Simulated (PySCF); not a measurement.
Stepwise substitution at one centre (Ga OH-H). Gas-phase values, no solvent. One relaxed conformer stands for each flexible species; it need not be the lowest. Strings in code marks are SMILES.

These are TPSSh-D3(BJ)/def2-TZVP // CAM-B3LYP-D3(BJ)/def2-TZVP in PySCF 2.14.0 values and carry that method's errors. Excitations are Tamm–Dancoff values on a coarser integration grid. The basis has no diffuse functions, so Rydberg states are missing or too high.

| species | S1 oscillator strength | S1–T1 gap (TDA) (eV) |
|---|---|---|
| 0 of 3 OH replaced by H (`[OH][Ga]([OH])[OH]`) | 0.000 | 0.32 |
| 1 of 3 OH replaced by H | … | 0.47 |
| 2 of 3 OH replaced by H (`[GaH2][OH]`) | 0.001 | 0.37 |
| 3 of 3 OH replaced by H (`[GaH3]`) | – | – |

### Question
Fill in the missing entries.

### Answer

- 1 of 3 OH replaced by H, S1 oscillator strength: 0.000
